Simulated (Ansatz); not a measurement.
Consider the atomization: `N[SiH](Br)C=O` → Br• + C• + 4 H• + N• + O• + Si•.

Gas-phase electronic energies from Ansatz, PBE0-D4/def2-TZVP geometries. CBS: MP2 limit from def2 TZ/QZ plus the TZ coupled-cluster correction, frozen cores. This one scheme is used for every species, atoms too. Functionals use def2-TZVPP. B3LYP here is the variant with VWN-RPA as its local correlation; programs differ in this. No spin–orbit coupling; open shells (•) take unrestricted orbitals. Spin–orbit coupling would lower the free atoms: a little for C, O, Si; clearly for Br. Bonds to Br are less sure, by a few kJ/mol each and by 10 to 20 or more in all where they break to atoms, as the def2 sets lack core-valence functions. Scalar relativity is left out up to krypton. One conformer a species, not always the lowest.

Problem. What is ΔE at CCSD(T)/CBS? (Best estimate.)

Solution. Computed: +33.98 eV.

Problem. What do these levels give: r2SCAN-D4, PBE0-D4, B3LYP-D4, B2PLYP, PBE, PBE0, B3LYP, HF/def2-TZVPP, MP2/def2-TZVPP, CCSD/def2-TZVPP, MP2/CBS(def2), CCSD/CBS(def2)? (An estimate is asked.)

Solution. Ansatz gave: r2SCAN-D4 33.94, PBE0-D4 33.87, B3LYP-D4 33.87, B2PLYP 33.48, PBE 34.58, PBE0 33.67, B3LYP 33.50, HF/def2-TZVPP 23.16, MP2/def2-TZVPP 33.63, CCSD/def2-TZVPP 32.11, MP2/CBS(def2) 34.83, CCSD/CBS(def2) 33.32 eV.

Largest T1 diagnostic among the species: 0.012.

The D4 term adds +0.37 eV with B3LYP and +0.20 eV with PBE0; it sums over pairs of atoms, weighted by their polarisabilities, and B3LYP, whose exchange is more repulsive, gets the larger term. In def2-TZVPP, CCSD(T) changes the Hartree–Fock value by +9.62 eV (the triples alone add +0.67 eV) and MP2 by +10.47 eV; breaking electron pairs costs correlation energy, which Hartree–Fock lacks.

For atomizations the MP2-based limit and the directly extrapolated one differ by several kJ/mol either way, and by 10 to 25 for some Ge, Se and Sn compounds, so smaller differences from it don't rank the levels.
